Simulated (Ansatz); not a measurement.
The same redistribution along the group Ti, Zr, Hf.

Isolated molecules relaxed with PBE0-D4/def2-TZVP in Ansatz; ΔE leaves out vibrations. CCSD(T)/CBS adds triple-zeta CCSD(T) − MP2 to the extrapolated MP2 energy (def2 sets, frozen cores). Elements past krypton have def2 core potentials. For Br, Hf, Ti, Zr outer-core shells are correlated without core-valence functions, which leaves a few kJ/mol of doubt a bond. Scalar relativity is left out up to krypton. One conformer a species, not always the lowest.

```tsv
reaction	HF/CBS(def2) (eV)	CCSD(T)/def2-SVP (eV)	CCSD(T)/CBS(def2) (eV)
`[F][Ti]([F])([Cl])[Cl]` + `[NH2][Al]([F])[Br]` → `[F][Ti]([F])([F])[Cl]` + `[NH2][Al]([Cl])[Br]`	-0.05	-0.10	0.06
`[F][Zr]([F])([Cl])[Cl]` + `[NH2][Al]([F])[Br]` → `[F][Zr]([F])([F])[Cl]` + `[NH2][Al]([Cl])[Br]`	0.06	-0.06	0.05
`[F][Hf]([F])([Cl])[Cl]` + `[NH2][Al]([F])[Br]` → `[F][Hf]([F])([F])[Cl]` + `[NH2][Al]([Cl])[Br]`	0.06	-0.07	0.04
```

Largest T1 diagnostic: 0.024, for `[F][Ti]([F])([Cl])[Cl]`.
